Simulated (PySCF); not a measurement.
**SiCl3: umbrella curve**

Level of theory: PySCF, UPBE0, basis Si def2-TZVP, Cl def2-TZVP (no relativity, density fitting).

Rigid scan from the doublet minimum (Si–Cl 2.043 Å (×3); Cl–Si–Cl 109.5° (×3)). Coordinate: angle between each bond and the threefold axis, bonds fixed. Energies in kJ/mol from the minimum.

(1) Predict the curve at 55, 60, 65, 70, 75, 80, 85, 90.

## Answers

(1) 
```csv
angle of the bonds to the threefold axis (°),E (kJ/mol),dipole size (D),⟨S²⟩
55,133.3,1.99,0.75
60,55.1,1.50,0.75
65,14.1,1.04,0.75
70,0.1,0.59,0.75
75,8.1,0.16,0.75
80,35.4,0.26,0.75
85,80.5,0.66,0.75
90,142.5,1.04,0.75
```

With the bonds held, the planar shape lies 142.5 kJ/mol from the minimum.

The scan took roughly 2.2 core-minutes on a shared host.
